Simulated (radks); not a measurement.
Problem. The mean radii <r> (bohr) of the occupied orbitals of an atom or ion are listed with their occupations. All-electron calculation, scalar-relativistic Kohn-Sham, PBE, spin-unpolarised, spherical densities, finite nucleus; Fermi nuclear charge, rms radius of each element as measured or else 0.836 A^(1/3) + 0.57 fm. Program: a radial shooting solver on a logarithmic mesh with Libxc functionals.

| orbital | occ. | <r> |
|---|---|---|
| 1s | 2 | 0.03707 |
| 2s | 2 | 0.1626 |
| 2p | 6 | 0.1417 |
| 3s | 2 | 0.4584 |
| 3p | 6 | 0.4621 |
| 3d | 10 | 0.4524 |
| 4s | 2 | 1.204 |
| 4p | 6 | 1.346 |
| 4d | 1 | 1.899 |
| 5p | 1 | 3.657 |

Name the element and its charge.

Solution. Z = 40, zirconium, charge +2: Zr2+ in [Kr] 4d1 5p1. The 1s radius gives Z: for a bare nucleus <r> = (2 gamma + 1)/(2Z) with gamma = sqrt(1 - (Z/c)^2), 0.03641 bohr for Z = 40, and screening makes it slightly larger (0.03707 here). The occupations add up to 38, and the charge is Z minus that.
